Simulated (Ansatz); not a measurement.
WO4H2. Charge 0, multiplicity 1. Geometry PBE-D4/def2-SVP; atoms count from 1.

```xyz
7

W     0.618    0.022   -0.035
O    -1.415   -0.358   -0.657
O     1.797   -0.953   -0.835
O    -1.124   -0.671    0.770
O     0.951    1.709   -0.209
H     1.185   -0.177    1.570
H    -2.011    0.428   -0.604
```

In the def2 sets W takes a core potential; there is no spin–orbit coupling. The structure holds one bond between oxygen atoms, so isomers without such links may lie far lower. Another isomer (singlet) lies 0.64 eV lower at PBE0-D4/def2-TZVP; other spin states weren't run for this one.

(1) Estimate the Mulliken populations from the PBE0/def2-TZVP orbitals of Ansatz.

(2) And the Mayer bond orders between heavy atoms (over 0.3)?

Answers

(1) 
```json
{"atom": "W1", "charge (e)": "1.21", "d electrons": "3.64"}
{"atom": "O2", "charge (e)": "-0.31", "d electrons": "–"}
{"atom": "O3", "charge (e)": "-0.46", "d electrons": "–"}
{"atom": "O4", "charge (e)": "-0.34", "d electrons": "–"}
{"atom": "O5", "charge (e)": "-0.47", "d electrons": "–"}
{"atom": "H6", "charge (e)": "-0.02", "d electrons": "–"}
{"atom": "H7", "charge (e)": "0.39", "d electrons": "–"}
```
Mulliken values depend strongly on the basis.

(2) W1–O2 0.43 (2.16 Å); W1–O3 2.09 (1.73 Å); W1–O4 0.71 (2.04 Å); W1–O5 2.10 (1.73 Å); O2–O4 0.85 (1.49 Å).
